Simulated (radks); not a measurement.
Species: Pm LXI. Configuration: 1s1 (the NIST ground configuration).

Method: scalar-relativistic Kohn-Sham, PBE, spin-polarised, spherical densities, finite nucleus; open shells are filled with parallel spins first (spin-orbit coupling, left out, can overturn this in heavy ions); Fermi nuclear charge, rms radius 4.962 fm; computed with a radial shooting solver on a logarithmic mesh with Libxc functionals.

Energy parts (hartree):
| part | energy |
|---|---|
| total | -1962.5938 |
| kinetic | 2191.0546 |
| electron-nucleus | -4153.9045 |
| Hartree | 20.6477 |
| exchange-correlation | -20.3916 |

Orbitals (lengths in bohr, moments of r in powers of bohr):
1s up: occ. 1; eigenvalue (hartree) -1947.491; <1/r> 68.10; <r> 0.02289

The highest occupied level is 1s up at -52994 eV. For comparison, the ionisation energy in NIST's Atomic Spectra Database is 53346.3 eV (theoretical). In exact Kohn-Sham theory the highest level is minus the ionisation energy, but local and semilocal functionals leave it too shallow, through self-interaction and a potential that decays too fast; potentials with the right tail come closer. Summed over all electrons, <r^2> = 0.0007120 bohr^2, which gives a Langevin (diamagnetic) susceptibility term of -0.000564 x 10^-6 cm^3/mol. The density falls to 0.001 e/bohr^3 at r = 0.15 bohr. The spin density at the nucleus is 227066 e/bohr^3 (1s 227066). Spin moment in Bohr magnetons: 1.
